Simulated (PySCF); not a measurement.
# Spinor energies of Pb⁵⁶⁺ (lead, charge +56)

Start: [Ar] 3d8; 3d3/2 filled at m_j = -3/2, -1/2, +1/2, +3/2; 3d5/2 filled at m_j = -1/2, +1/2, +3/2, +5/2. Calculated with PySCF 2.14 in an even-tempered Gaussian basis (15 s from 16 bohr⁻², ratio 2.8; 13 p from 21 bohr⁻², ratio 2.8; 8 d from 21 bohr⁻², ratio 2.8; 3 f from 76 bohr⁻², ratio 3): generalised Hartree-Fock with the X2C-1e Hamiltonian and a Gaussian nucleus; one run each with spin-orbit coupling (SO) switched off, then screened by Boettger's factors.

```tsv
spinor shell	electrons	ε, spin-free (eV)	ε, screened SO (eV)	weight of nominal j (screened SO)	rms radius, screened SO (bohr)
1s1/2	2	-92005.7	-91965.8	1.000	0.0181
2s1/2	2	-19395.8	-19382.2	1.000	0.0728
2p1/2	2	-17151.3	-18751.0	1.000	0.0615
2p3/2	4	-17151.3	-16532.7	1.000	0.0696
3s1/2	2	-7052.7	-7048.7	1.000	0.181
3p1/2	2	-6388.0	-6781.1	1.000	0.173
3p3/2	4	-6388.0	-6232.4	1.000	0.189
3d3/2	4	-5765.7	-5832.1	0.997	0.162
3d5/2	4	-5765.7	-5717.0	0.998	0.166
```

```tsv
quantity	spin-free	screened SO
E (hartree)	-18159.77336	-18199.41935
M_J	4	4
⟨J²⟩	20.000	20.000
⟨L²⟩	12.000	13.288
⟨S²⟩	2.000	1.798
```

Each row is a mean over spinors that exchange with the open shell spreads, by up to 43.242 eV (3p3/2).

Breit and QED terms are absent; they matter most for the inner s and p1/2 levels.

Densities and radii are taken from the X2C orbitals without a picture-change correction, which distorts them close to the nucleus.

Without spin-orbit coupling the j labels of p, d and f shells carry no meaning; the spin-free column gives the mean over the occupied spinors of each nl shell.
